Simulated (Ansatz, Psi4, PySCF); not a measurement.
AlCl (SMILES [Al][Cl]), singlet, at a GFN2-xTB geometry (such geometries of metal compounds can be far from the true shape). Base run: BLYP/def2-SVP in PySCF.

Input for PySCF:
```python
from pyscf import gto, scf, dft

mol = gto.Mole()
mol.atom = '''
    Al   -0.000000   -0.000000   -1.154140
    Cl    0.000000    0.000000    0.882577
'''
mol.basis = 'def2-svp'
mol.charge = 0
mol.spin = 0
mol.verbose = 3
mol.build()

mf = dft.RKS(mol)
mf.xc = 'blyp'
mf.kernel()
```

The same geometry, method and basis name were run in Ansatz (a first-principles code) and Psi4 and PySCF, at each program's defaults and at the settings that a row names. The base is PySCF at its defaults. Differences at the defaults can come from grids, fitting, cores and function types together.

```csv
code and settings,ΔE vs base (µEh),basis functions,E (Eh),SCF cycles,dipole (D)
"PySCF, defaults (exact integrals, its default grid, spherical functions)",0.0,36,-702.45542,8,0.43
"Psi4, defaults (density fitting with its default set, its default grid, spherical functions)",-20.3,36,-702.45544,7,0.43
"Ansatz, defaults (factorised integrals, its default grid, spherical functions)",1.9,36,-702.45541,-,-
"PySCF, density fitting with def2-universal-jkfit",-25.1,36,-702.45544,8,0.43
"PySCF, fine grid",2.5,36,-702.45541,8,0.43
"Psi4, exact integrals, spherical functions, fine grid",2.5,36,-702.45541,9,0.43
"Ansatz, high accuracy",2.1,36,-702.45541,-,-
```
